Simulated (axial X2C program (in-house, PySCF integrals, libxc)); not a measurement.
**Spin–orbit effects along a row: molecules with B (ions), PBE0**

Calculated with an in-house relativistic program for diatomic molecules, spin-free (one-electron X2C) or two-component (2c: spin–orbit coupling with atomic mean-field Coulomb and Gaunt terms, which also bring small scalar terms), in Dyall basis sets with cores contracted in-house; open shells are unrestricted.

Basis sets: B dyall-v3z, Be dyall-cv3z, C dyall-v3z, F dyall-av3z, Li dyall-cv3z, N dyall-av3z, O dyall-av3z.

```
molecule   spin-free state  Re (Å)  ωe (cm⁻¹)  De (eV)  2c state  Re 2c (Å)  ωe 2c (cm⁻¹)  De 2c (eV)
    LiB⁺  M_S = 1/2, Λ = 0   2.462      338.9     0.89   Ω = 1/2      2.463         338.9        0.89
    BeB⁺                 ?       ?          ?        ?         ?          ?             ?           ?
     BC⁺    M_S = 2, Λ = 0   1.431     1425.3      n/a     Ω = 2      1.431        1425.2         n/a
     BN⁺  M_S = 3/2, Λ = 0   1.435     1167.9     2.22   Ω = 3/2      1.435        1167.9        2.22
     BO⁺    M_S = 1, Λ = 1   1.302     1498.0     3.52     Ω = 2      1.302        1498.1        3.53
     BF⁺  M_S = 1/2, Λ = 0   1.211     1702.2     5.58   Ω = 1/2      1.211        1702.4        5.58
```

Problem. Estimate the 2c Re and ωe of BeB⁺ as the mean of its neighbours in the table.

Solution. Re ≈ 1.947 Å, ωe ≈ 882.0 cm⁻¹. The PBE0 runs give the row below, so the estimate misses by -0.263 Å and 407.5 cm⁻¹.

```tsv
molecule	spin-free state	Re (Å)	ωe (cm⁻¹)	De (eV)	2c state	Re 2c (Å)	ωe 2c (cm⁻¹)	De 2c (eV)
BeB⁺	M_S = 0, Λ = 0	2.210	474.5	2.18	Ω = 0	2.210	474.5	2.18
```

Fragments in 2c: B + Li+, B+ + Be, C + B+, N + B+, O + B+, F + B+. Each entry is the lowest single determinant of a limited PBE0 search at one distance. De goes to single-determinant-based atoms at the same level (for ions the charge split of lowest energy) and is withheld (n/a) where an atom does not fit its ground term or J level. Main or longest-lived isotopes. One determinant is a doubtful description, or other states lie close, for BC⁺, BN⁺, BO⁺; these need not be ground states, and all values refer to the states named. Some open-shell Ω = 0 determinants are out of reach, so the Ω given for BC⁺, BO⁺ need not be the lowest component. With several unpaired electrons the Ω given is that of one determinant, not necessarily of the lowest component. Some light 2c atoms are not at their ground J level, so De misses part of their lowering (0.04 eV or less). The functionals have no current term, which raises determinants with orbital currents.
